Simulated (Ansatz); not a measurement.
Born–Oppenheimer molecular dynamics of Cl$_{2}$F$_{2}$H$_{4}$OW (10 atoms, charge 0, multiplicity 1). It starts at the highest image of a converged band, a first-order saddle point between two minima.

Method: RKS PBE0/def2-SVP in Ansatz 0.2.0.

- ensemble: NVE (velocity Verlet)
- time step: 0.5 fs
- steps asked: 200
- starting velocities drawn for: 100 K
- seed: 11650

First frame:

```xyz
10
Properties=species:S:1:pos:R:3
W -0.366 0.097 -0.276
F -0.444 -0.113 2.124
H 1.134 0.237 0.470
H 0.696 1.411 -0.143
Cl -2.568 -0.795 -0.126
Cl 0.394 -2.086 -0.127
F -0.111 0.246 -2.071
O -1.307 1.577 0.594
H -2.268 1.427 0.597
H -0.847 0.746 2.123
```

Problem. What does the run give?

Solution. All steps were run.

```json
{
 "steps done": "200",
 "time covered": "100 fs",
 "mean temperature over the second half": "77 K",
 "spread of the potential energy over the second half": "2.1 meV per atom",
 "mean potential energy of the second half above the start": "2.4 meV per atom"
}
```

The conserved energy stayed within 0.02 meV per atom of its start (net change 0.015 meV per atom), so the integration is sound. A run of 0.1 ps of so small a system gives no equilibrium averages. The orbitals stay closed-shell, which can raise the energy where a bond breaks towards radicals; this wasn't checked here.

Problem. What happens to the structure?

Solution. Between its relaxed ends the band would form F2–H10 and break O8–H10. These pairs go: F2–H10 0.95 → 0.98 Å, O8–H10 1.80 → 1.61 Å. In the last frame they stand as after the step (other bonds may differ from the relaxed reactants and products). It ends as one piece, Cl2F2H4OW. Pairs count as bonded within 1.25 times the sum of covalent radii (0.12 Å more for H–H). The details hang on the random start.

Problem. How do temperature and energy run in time?

Solution. 
| time (fs) | T (K) | potential energy less start (eV) | conserved less start (meV/atom) |
| --- | --- | --- | --- |
| 0 | 100 | 0.000 | 0.00 |
| 3 | 84 | 0.016 | 0.01 |
| 6 | 70 | 0.031 | 0.01 |
| 9 | 60 | 0.042 | 0.00 |
| 12 | 42 | 0.060 | 0.02 |
| 15 | 50 | 0.051 | 0.01 |
| 18 | 56 | 0.046 | 0.01 |
| 21 | 53 | 0.049 | 0.01 |
| 24 | 55 | 0.047 | 0.01 |
| 27 | 41 | 0.061 | 0.01 |
| 30 | 32 | 0.070 | 0.01 |
| 33 | 36 | 0.066 | 0.01 |
| 36 | 41 | 0.061 | 0.01 |
| 39 | 60 | 0.041 | 0.01 |
| 42 | 72 | 0.029 | 0.01 |
| 45 | 70 | 0.031 | 0.01 |
| 48 | 72 | 0.029 | 0.01 |
| 51 | 59 | 0.043 | 0.02 |
| 54 | 57 | 0.045 | 0.01 |
| 57 | 69 | 0.032 | 0.01 |
| 60 | 69 | 0.032 | 0.02 |
| 63 | 77 | 0.024 | 0.01 |
| 66 | 71 | 0.030 | 0.01 |
| 69 | 52 | 0.050 | 0.02 |
| 72 | 52 | 0.049 | 0.01 |
| 75 | 53 | 0.049 | 0.01 |
| 78 | 62 | 0.039 | 0.02 |
| 81 | 88 | 0.013 | 0.00 |
| 84 | 94 | 0.006 | 0.01 |
| 87 | 97 | 0.004 | 0.01 |
| 90 | 97 | 0.003 | 0.01 |
| 93 | 91 | 0.009 | 0.01 |
| 96 | 106 | -0.006 | 0.01 |
| 99 | 118 | -0.018 | 0.01 |

The run took 12 min on 4 threads of Arm Neoverse V1 (shared host), peak memory 0.36 GiB.
